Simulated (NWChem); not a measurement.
# C$_{3}$H$_{9}$Cl$_{3}$Si$_{2}$; SMILES C[SiH](C)C[Si](Cl)(Cl)Cl

```xyz
17

Si    -0.0978    -0.9930    -0.0726
Cl    -0.4126    -2.5519    -1.4017
Cl    -1.2873    -1.3339     1.5830
Cl     1.8819    -1.0869     0.5262
C     -0.5096     0.6325    -0.8614
Si    -0.1603     2.2535     0.1025
C     -1.2946     3.5984    -0.5874
C      1.6535     2.7457    -0.0657
H      0.0129     0.6753    -1.8272
H     -1.5838     0.5923    -1.0911
H     -0.4881     2.0253     1.5373
H     -2.3512     3.3308    -0.4704
H     -1.1083     3.7715    -1.6543
H     -1.1333     4.5481    -0.0636
H      2.3212     1.9798     0.3423
H      1.9270     2.9062    -1.1157
H      1.8471     3.6807     0.4736
```
Atoms are numbered in this order, from 1.

Program: NWChem. Pople sets run with spherical d functions. Geometry: optimised at B3LYP/6-31G* (spherical d). No frequency run checked for a minimum. Vzz is the largest principal value of the second derivative of the potential at the nucleus (NWChem prints the opposite sign); η is the asymmetry. Non-relativistic.

| level | Vzz Cl2 (a.u.) | η Cl2 | Vzz Cl3 (a.u.) | η Cl3 | Vzz Cl4 (a.u.) | η Cl4 | relative time |
|---|---|---|---|---|---|---|---|
| Hartree-Fock/def2-TZVP | 2.265 | 0.02 | 2.269 | 0.02 | 2.248 | 0.02 | 10 |
| PBE/6-31G* | 2.149 | 0.02 | 2.173 | 0.03 | 2.142 | 0.01 | 2 |
| PBE/def2-SVP | 2.062 | 0.03 | 2.065 | 0.03 | 2.030 | 0.02 | 1 |

Relative times are rough (shared machine, one core).
